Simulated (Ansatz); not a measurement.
The lowest singlet and triplet of H2Si2 (SMILES [Si]=[SiH2]); geometries from B3LYP-D3(BJ)/def2-TZVP, each state relaxed from the structure named, with no frequency check.
Singlet (charge 0, multiplicity 1):
```xyz
4

Si     1.227    -0.058     0.011
Si    -0.970     0.046    -0.009
H     -1.855    -1.145    -0.011
H     -1.739     1.315    -0.021
```
Triplet (charge 0, multiplicity 3):
```xyz
4

Si     1.276    -0.061     0.012
Si    -1.005     0.048    -0.009
H     -1.959    -1.098    -0.018
H     -1.845     1.279    -0.016
```

A positive gap puts the triplet lower; no zero-point energy. R- takes a restricted singlet. U- takes an unrestricted singlet (broken symmetry where lower, unprojected). The triplet is unrestricted in single-reference levels.

Correlated levels freeze the cores.

Run with Ansatz (Gaussian basis) for Hartree–Fock, density functionals and correlated methods. Each number belongs to the level named beside it.

### Question
Predict the gap E(singlet) − E(triplet), adiabatic from R-CCSD/cc-pV(D+d)Z.

### Answer
-0.29 eV

### Question
Give the gap E(singlet) − E(triplet), adiabatic at the level U-MP2/cc-pV(T+d)Z (spin-contaminated).

### Answer
0.08 eV

### Question
What is the computed gap E(singlet) − E(triplet), adiabatic (R-CCSD(T)/cc-pV(Q+d)Z)?

### Answer
-0.42 eV

Doubts at one or more of the structures used: a restricted determinant that unrestricted orbitals would lower (R-CCSD/cc-pV(D+d)Z, R-CCSD(T)/cc-pV(Q+d)Z).

Ansatz is a program for electronic structure.
